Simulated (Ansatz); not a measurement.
```yaml
crystal:
  periodic: [false, false, false]
  atoms:
    - {symbol: Pb, position_ang: [-1.966743, 0.615147, 1.789772]}
    - {symbol: Pb, position_ang: [1.692180, 1.294288, -0.168767]}
    - {symbol: Pb, position_ang: [-0.475896, -1.224654, -1.685446]}
    - {symbol: Se, position_ang: [-1.092235, 1.400138, -0.763924]}
    - {symbol: Br, position_ang: [1.625377, 0.418336, -3.018283]}
    - {symbol: Br, position_ang: [-2.094200, -2.051745, 0.864084]}
    - {symbol: Br, position_ang: [1.677106, -1.569818, 0.209767]}
    - {symbol: Br, position_ang: [0.634421, 1.118316, 2.772796]}
basis:
  gaussian: {orbitals: def2-TZVP}
total_charge: 1
magnetization: {spin_polarized: true, initial_magnetization: 1}
hamiltonian: {xc: pbe0, dispersion: d4}
scf: {omitted_lower_state_checks: [starts]}
output: {orbitals: {seedname: orbitals}}
```

```sh
$ ansatz run in.yaml --threads 6 --pin off --events-out ev --progress --plain --max-ram 7833MiB
```

Question: Does this run fit into the memory that it is given?

Answer: No. It has 390 basis functions, and Ansatz plans for 9 GiB where 8 GiB are given.
